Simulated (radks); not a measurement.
Species: Au IV. Configuration: [Kr] 4d10 4f14 5p6 5d8 6s2 (not the ground configuration). All-electron calculation, scalar-relativistic Kohn-Sham, LDA (Slater exchange, Perdew-Wang correlation), spin-polarised, spherical densities, finite nucleus; open shells are filled with parallel spins first (spin-orbit coupling, left out, can overturn this in heavy ions); Fermi nuclear charge, rms radius 5.4371 fm. Program: a radial shooting solver on a logarithmic mesh with Libxc functionals.

Normalised radial functions P(r) = r R(r), r in bohr:

```
   r/bohr * 5s up (the largest magnitude, 1.26, reaches the edge; | marks zero)
0.0009883                             | *
 0.001151                             | *
 0.001329                             | *
 0.001535                             | *
 0.001786                             |  *
 0.002063                             |  *
 0.002402                             |  *
 0.002774                             |   *
 0.003229                             |   *
 0.003729                             |   *
 0.004307                             |   *
 0.005014                             |    *
 0.005791                             |    *
 0.006741                             |    *
 0.007785                             |    *
 0.008991                             |    *
  0.01047                             |   *
  0.01209                             |   *
  0.01407                             |  *
  0.01625                             | *
  0.01877                             |*
  0.02185                            *|
  0.02524                          *  |
  0.02938                         *   |
  0.03393                       *     |
   0.0395                      *      |
  0.04562                      *      |
  0.05268                      *      |
  0.06133                        *    |
  0.07083                          *  |
  0.08245                             |*
  0.09523                             |    *
     0.11                             |       *
    0.128                             |         *
   0.1479                             |         *
   0.1721                             |      *
   0.1988                             | *
   0.2314                        *    |
   0.2673                  *          |
   0.3087              *              |
   0.3593               *             |
    0.415                    *        |
   0.4831                             |*
   0.5579                             |          *
   0.6444                             |                   *
   0.7501                             |                         *
   0.8663                             |                          *
    1.009                             |                       *
    1.165                             |                  *
    1.345                             |            *
    1.566                             |       *
    1.808                             |   *
    2.105                             | *
    2.431                             |*
    2.831                             *
    3.269                             *
    3.775                             *
    4.395                             *
    5.076                             *
    5.909                             *
    6.824                             *
```

5s up (empty): eigenvalue -159.27 eV, 4 radial nodes at r = 0.0198, 0.0796, 0.206, 0.479 bohr, <r> = 0.910 bohr, 90 % of the charge inside 1.30 bohr.
